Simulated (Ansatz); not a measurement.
Reaction (substitution at a C–Sn bond): `[CH3][Sn]([F])([F])[C]#N` + `Sc1ccccc1` → `CSc1ccccc1` + `N#[C][SnH]([F])[F]`

Gas-phase electronic energies from Ansatz, PBE0-D4/def2-TZVP geometries. CCSD(T)/CBS adds triple-zeta CCSD(T) − MP2 to the extrapolated MP2 energy (def2 sets, frozen cores). Functionals use def2-TZVPP. B3LYP here is the variant with VWN-RPA as its local correlation; programs differ in this. def2 core potentials past Kr. For Sn outer-core shells are correlated without core-valence functions, which leaves a few kJ/mol of doubt a bond. One conformer a species, not always the lowest.

`[CH3][Sn]([F])([F])[C]#N`:

Cartesian coordinates in Å:
```
C -0.546 0.846 -1.133
Sn -0.186 -0.518 0.424
F -1.446 -0.319 1.833
F -0.416 -2.314 -0.152
C 1.686 -0.492 1.369
N 2.736 -0.416 1.837
H 0.182 0.680 -1.926
H -0.456 1.859 -0.745
H -1.554 0.675 -1.508
```

`Sc1ccccc1`:

Z-matrix (Å, degrees):
```
C
C 1 1.393
C 1 1.392 2 119.4
S 1 1.758 2 117.7 3 -180.0
C 2 1.385 1 120.1 3 -0.0
H 2 1.084 1 119.9 3 -180.0
C 3 1.385 1 120.0 2 0.0
H 3 1.084 1 120.1 2 -180.0
H 4 1.341 1 96.7 2 -179.7
C 5 1.387 2 120.5 1 -0.0
H 5 1.084 2 119.3 1 -180.0
H 7 1.084 3 119.3 1 180.0
H 10 1.083 5 120.4 2 -180.0
```

`CSc1ccccc1`:

Cartesian coordinates in Å:
```
C 2.054 -1.502 -1.439
S 0.861 -0.309 -2.038
C -0.017 0.148 -0.591
C -1.036 1.088 -0.753
C -1.781 1.506 0.334
C -1.526 0.997 1.601
C -0.516 0.064 1.763
C 0.238 -0.362 0.678
H 2.624 -1.813 -2.315
H 1.566 -2.378 -1.009
H 2.738 -1.058 -0.715
H -1.241 1.491 -1.739
H -2.568 2.238 0.190
H -2.111 1.326 2.452
H -0.304 -0.343 2.746
H 1.021 -1.093 0.834
```

`N#[C][SnH]([F])[F]`:

```xyz
6

N    -0.198    2.529   -0.783
C    -0.114    1.434   -0.439
Sn   -0.005   -0.524    0.279
F     1.809   -1.035    0.089
F    -0.933   -1.583   -0.987
H    -0.558   -0.820    1.840
```

```tsv
level	ΔE (eV)
r2SCAN-D4	0.51
B2PLYP	0.55
B3LYP	0.55
HF/def2-TZVPP	0.54
MP2/def2-TZVPP	0.57
SCS-MP2/def2-QZVPP	0.56
MP2/CBS(def2)	0.58
CCSD/CBS(def2)	0.59
```

(1) What does CCSD(T)/CBS give? (Best estimate.)

Largest T1 diagnostic among the species: 0.015.

Answers

(1) The calculation gave: +0.58 eV. The listed levels differ from it by -0.07, -0.03, -0.03, -0.04, -0.01, -0.02, 0.00, 0.01 eV.

The D4 term adds −0.03 eV with B3LYP and −0.02 eV with PBE0; it sums over pairs of atoms, weighted by their polarisabilities, and B3LYP, whose exchange is more repulsive, gets the larger term.
